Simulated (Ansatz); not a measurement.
The cluster ZnB₇⁻. Charge -1, multiplicity 1. Geometry PBE0-D4/def2-SVPD.

| atom | x (Å) | y (Å) | z (Å) |
| --- | --- | --- | --- |
| Zn1 | -0.743 | -0.063 | 2.219 |
| B2 | 0.939 | -0.626 | -1.467 |
| B3 | -0.760 | 1.514 | -0.720 |
| B4 | 0.122 | 0.716 | -1.702 |
| B5 | -1.123 | 1.281 | 0.749 |
| B6 | 1.066 | -1.489 | -0.193 |
| B7 | 0.032 | 0.003 | -0.094 |
| B8 | 0.468 | -1.336 | 1.208 |

HSE06 is defined as in plane-wave codes, on full-range PBE exchange. The restricted singlet is unstable towards broken spin symmetry in Hartree–Fock (as tested in another run); at LDA (SPW92)/def2-TZVPD, PBE-D4/def2-TZVPD, r2SCAN-D4/def2-TZVPD, PBE0-D4/def2-TZVPD and others this wasn't settled. Another isomer (singlet) lies 0.06 eV lower at LDA (SPW92)/def2-TZVPD; other spin states weren't run for this one.

Estimate the orbital energies around the gap (eV) in Ansatz with LDA (SPW92)/def2-TZVPD, PBE-D4/def2-TZVPD, r2SCAN-D4/def2-TZVPD, PBE0-D4/def2-TZVPD, HSE06-D4/def2-TZVPD.


```csv
orbital,LDA (SPW92)/def2-TZVPD,PBE-D4/def2-TZVPD,r2SCAN-D4/def2-TZVPD,PBE0-D4/def2-TZVPD,HSE06-D4/def2-TZVPD
HOMO−9,-7.63,-7.38,-7.78,-9.81,-9.39
HOMO−8,-5.16,-5.07,-5.52,-6.59,-6.18
HOMO−7,-4.93,-4.78,-5.15,-6.15,-5.74
HOMO−6,-3.66,-3.56,-3.90,-4.79,-4.37
HOMO−5,-3.53,-3.30,-3.50,-4.21,-3.81
HOMO−4,-3.19,-3.01,-3.25,-4.20,-3.80
HOMO−3,-2.16,-1.99,-2.18,-2.88,-2.50
HOMO−2,-1.64,-1.46,-1.61,-2.40,-2.01
HOMO−1,-1.51,-1.36,-1.58,-2.25,-1.87
HOMO,-0.85,-0.65,-0.72,-1.27,-0.90
LUMO,-0.20,0.03,0.10,0.77,0.41
LUMO+1,1.20,1.35,1.50,1.91,1.59
LUMO+2,2.25,2.40,2.65,2.94,2.69
LUMO+3,2.54,2.64,3.00,3.07,2.83
LUMO+4,2.67,2.72,3.16,3.08,2.85
LUMO+5,2.72,2.89,3.17,3.28,3.03
```
